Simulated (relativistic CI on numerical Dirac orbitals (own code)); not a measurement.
Judd-Ofelt analysis for Tb⁴⁺

Method of calculation: Dirac-Coulomb-Breit CI, orbitals from a KLI potential per configuration, QED by a radiative potential, valence Slater integrals scaled by 0.75 (own radial code, finite nucleus).

Configuration 4f⁷ alone, in intermediate coupling. Take Ω₂ = 6.06, Ω₄ = 2.93, Ω₆ = 1.21 (10⁻²⁰ cm²) and refractive index n = 1.59 as given. A_ED = 64π⁴e²ν³ n(n² + 2)²/[27h(2J + 1)] Σ Ω_λ |U^λ|², in Gaussian units with ν in cm⁻¹, and A_MD is n³ times the free-ion magnetic-dipole rate; a dash marks a rate that is forbidden or under 2 % of the level's free-ion decay.

Emitting level ⁶D°9/2 at 38151 cm⁻¹ (radiative decay alone: multiphonon quenching in a host is left out, and the level can lie too high or too low):

```tsv
To	ν (cm⁻¹)	U² squared	U⁴ squared	U⁶ squared	Free-ion A(M1) (s⁻¹)
⁸S°7/2	38151	0.0094	0.0003	0.0000	0.629
⁶P°7/2	7900	0.1752	0.0321	0.0001	2.7
⁶P°5/2	7015	0.1964	0.0027	0.0007	-
⁶P°3/2	6209	0.0000	0.0033	0.0003	-
⁶I°7/2	4791	0.0011	0.0023	0.0053	-
⁶I°9/2	4249	0.0021	0.0081	0.0113	-
⁶I°17/2	4241	0.0000	0.0175	0.0495	-
⁶I°11/2	3833	0.0027	0.0234	0.0085	-
⁶I°15/2	3688	0.0000	0.0402	0.0109	-
⁶I°13/2	3619	0.0004	0.0354	0.0002	-
```

**Question.** Give the rates, branching ratios and the radiative lifetime.

**Answer.** The rates are:

| To | λ (nm) | A_ED (s⁻¹) | A_MD (s⁻¹) | β (%) |
| --- | --- | --- | --- | --- |
| ⁸S°7/2 | 262 | 844 | 2.53 | 75.3 |
| ⁶P°7/2 | 1266 | 149 | 10.8 | 14.2 |
| ⁶P°5/2 | 1426 | 108 | 0 | 9.6 |
| ⁶P°3/2 | 1610 | 0.623 | 0 | 0.1 |
| ⁶I°7/2 | 2087 | 0.572 | 0 | 0.1 |
| ⁶I°9/2 | 2354 | 1.01 | 0 | 0.1 |
| ⁶I°17/2 | 2358 | 2.22 | 0 | 0.2 |
| ⁶I°11/2 | 2609 | 1.41 | 0 | 0.1 |
| ⁶I°15/2 | 2712 | 1.72 | 0 | 0.2 |
| ⁶I°13/2 | 2763 | 1.33 | 0 | 0.1 |

τ_rad = 8.90e-04 s. Computed level positions enter as ν³, so measured ones would change the rates. For the strongest line (262 nm) and an assumed effective width Δλ = 2.1 nm (300 cm⁻¹), the Füchtbauer-Ladenburg formula σ = λ⁴A/(8πcn²Δλ) gives a peak emission cross-section of 0.1 × 10⁻²⁰ cm².
